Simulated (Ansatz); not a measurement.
```yaml
crystal:
  periodic: [false, false, false]
  atoms:
    - {symbol: B, position_ang: [-2.330122, -0.791664, -3.638479]}
    - {symbol: C, position_ang: [-0.462371, -0.078222, -0.896807]}
    - {symbol: C, position_ang: [-0.323012, -1.499624, 1.727335]}
    - {symbol: Si, position_ang: [2.375166, 1.365183, 2.679541]}
    - {symbol: O, position_ang: [1.469152, 2.334094, -0.807885]}
    - {symbol: H, position_ang: [-2.199787, 0.692793, -5.796833]}
    - {symbol: H, position_ang: [-3.910366, -2.885778, -3.516767]}
    - {symbol: H, position_ang: [-1.531535, -3.435262, 2.371327]}
    - {symbol: H, position_ang: [5.517688, 0.550186, 3.002183]}
    - {symbol: H, position_ang: [1.578008, 3.635433, 4.882768]}
basis:
  gaussian: {orbitals: def2-TZVP}
hamiltonian: {xc: {name: wPBEh}, pseudopotentials: {relativity: scalar}}
```

```sh
$ ansatz run in.yaml --threads 2 --pin off --events-out ev --progress --plain --max-ram 4352MiB
```

Output, abridged:

```
Functional definition: wPBEh
1168 factors; their error is unknown
94 factors; integrals over basis functions are off by at most 6.7e-6 eV
mean field evaluation 1: about -12669.6225 eV, gradient 1.0e2 eV
mean field evaluation 2: about -12016.2457 eV, gradient 2.6e2 eV
mean field evaluation 4: about -12426.5070 eV, gradient 1.8e2 eV
mean field evaluation 8: about -12719.5691 eV, gradient 2.8e0 eV
mean field evaluation 16: about -12720.1875 eV, gradient 1.4e-3 eV
mean field evaluation 32: about -12720.1875 eV, gradient 9.0e-5 eV
mean field -12720.21228140 eV, -467.4591792720 hartree, gradient 1.1e-5 eV, S^2 0.000000; 20 other end points of the search recorded, 0 dependent functions left out
reference -12720.21235412 eV, -467.4591819441 hartree; 22, 22 occupied and 169, 169 virtual orbitals, 1168 factors
Total energy: -12720.21235412 eV, -467.4591819441 hartree
Relativity: scalar
```

In this input the geometry is stretched to more than twice its size. Self-consistency was reached. The result belongs to that input, not to the molecule as meant.
